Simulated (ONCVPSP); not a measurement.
# Ti: excitation energies, all-electron against ONCV

ONCVPSP 4.0.1 input, shortened (lines: element, Z, core and valence counts, functional; n l f; lmax; l rc ep ncon nbas qcut; lloc lpopt rc5 dvloc0; l nproj debl; icmod fcfact rcfact), LDA (Perdew-Wang 92), scalar-relativistic:

```
  Ti 22.00    3    4  -001012      upf
    1    0    2.00
    2    0    2.00
    2    1    6.00
    3    0    2.00
    3    1    6.00
    3    2    2.00
    4    0    2.00
    2
    0    1.35    0.00    5    8    9.60
    1    1.35    0.00    5    8   13.00
    2    1.32    0.00    4    9    8.80
    4    1    1.05    0.00
    0    2    3.30
    1    2    0.40
    2    2    0.80
    1    0.60    0.00
```

In the p channel the program set the typed energies aside and used -1.426, 0.250 Ha.

Energies are relative to the spin-unpolarised reference configuration 3s2 3p6 3d2 4s2; without spin polarisation the order of configurations can differ from experiment.

Give the all-electron excitation energy and the error of the potential for: 3s2 3p6 3d2 4s1; 3s2 3p6 3d2 4s0; 3s2 3p6 3d1 4s0; 3s2 3p6 3d2 4s0 4p1.

| valence configuration | charge | ΔE all-electron (eV) | error AE − PS (meV) |
| --- | --- | --- | --- |
| 3s2 3p6 3d2 4s1 | +1 | 7.529 | -0.2 |
| 3s2 3p6 3d2 4s0 | +2 | 21.322 | -0.2 |
| 3s2 3p6 3d1 4s0 | +3 | 48.516 | +17 |
| 3s2 3p6 3d2 4s0 4p1 | +1 | 11.375 | -0.1 |

Levels in the configuration 3s2 3p6 3d2 4s0:

```csv
level,all-electron (eV),pseudo (eV)
3s,-78.265,-78.269
3p,-54.768,-54.770
3d,-19.927,-19.935
```
